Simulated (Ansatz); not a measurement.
Abstraction of H: CH2FI + SiH(CH3)Cl → CHFI + SiH2(CH3)Cl

Species: CH2FI `FCI`, singlet; SiH(CH3)Cl, doublet; CHFI `F[CH]I`, doublet; SiH2(CH3)Cl ((chlorosilyl)methane), singlet. A radical takes H: the energy is the difference in strength between the C–H bond broken and the Si–H bond made.

Shapes, held fixed at every level: PBE0-D4/def2-TZVP. Programs: Ansatz 0.2.0. The zero-point and thermal change to 298 K, harmonic and unscaled (PBE0-D4/def2-TZVP), is -10.7 kJ/mol.

| level | kind | ΔH(298 K) (kJ/mol) | less CCSD(T)/def2-TZVPP |
| --- | --- | --- | --- |
| MP2/def2-TZVPP | perturbation theory | +36.1 | +10.7 |
| HF/def2-TZVPP | Hartree–Fock | +9.3 | -16.1 |
| PBE-D4/def2-TZVPP | GGA | +31.5 | +6.1 |
| r2SCAN-D4/def2-TZVPP | meta-GGA | +22.7 | -2.7 |
| B3LYP-D4/def2-TZVPP | global hybrid | +24.3 | -1.1 |
| CCSD(T)/def2-SVP | coupled cluster or CI | +25.0 | -0.4 |
| CCSD/def2-SVP | coupled cluster or CI | +24.0 | -1.4 |
| CCSD(T)/def2-TZVPP | coupled cluster or CI | +25.4 | 0.0 |

The highest level, CCSD(T)/def2-TZVPP, gives ΔH(298 K) = +25.4 kJ/mol; the levels span +9.3 to +36.1. The column of differences is taken from that level and isn't an error. No measured value is set beside it here. Open shells run unrestricted. For atoms past krypton def2 sets carry core potentials with scalar relativity. Outer-core shells of I are correlated, in sets that cover them unevenly.
